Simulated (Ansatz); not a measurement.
Results of the Gaussian-basis code of Ansatz.

Basis-set series for C$_{4}$H$_{8}$Si (`C=C1[SiH2]C1C`). The species carries charge 0 and has multiplicity 1. The structure was optimised at the PBE0-D4/def2-TZVP level.

```xyz
13

C     0.042    1.364   -1.527
C     0.501    0.484   -0.655
Si    1.615   -0.106    0.655
C    -0.032   -0.750    0.028
C    -1.349   -0.672    0.764
H     0.618    2.239   -1.808
H    -0.931    1.246   -2.001
H     1.679    0.638    1.933
H     2.855   -0.845    0.325
H     0.079   -1.652   -0.580
H    -1.496   -1.545    1.405
H    -1.393    0.220    1.394
H    -2.190   -0.621    0.066
```

| functional | basis | functions | energy (Eh) | HOMO (eV) | LUMO (eV) |
| --- | --- | --- | --- | --- | --- |
| PBE0-D4 | def2-SVP | 114 | -446.14021 | -7.00 | -0.37 |
| PBE0-D4 | def2-QZVPP | 538 | -446.42910 | -7.03 | -0.60 |
| ωB97M-V | def2-SVP | 114 | -446.33188 | -9.14 | 1.78 |
| ωB97M-V | def2-QZVPP | 538 | -446.62977 | -9.19 | 1.35 |

Question: Give the rows for def2-TZVPP. (Estimate.)

Answer: The calculation gave: 
```json
{"functional": "PBE0-D4", "basis": "def2-TZVPP", "functions": "278", "energy (Eh)": "-446.41064", "HOMO (eV)": "-7.02", "LUMO (eV)": "-0.54"}
{"functional": "ωB97M-V", "basis": "def2-TZVPP", "functions": "278", "energy (Eh)": "-446.61247", "HOMO (eV)": "-9.18", "LUMO (eV)": "1.52"}
```

Positive LUMOs are unbound and depend on the basis.
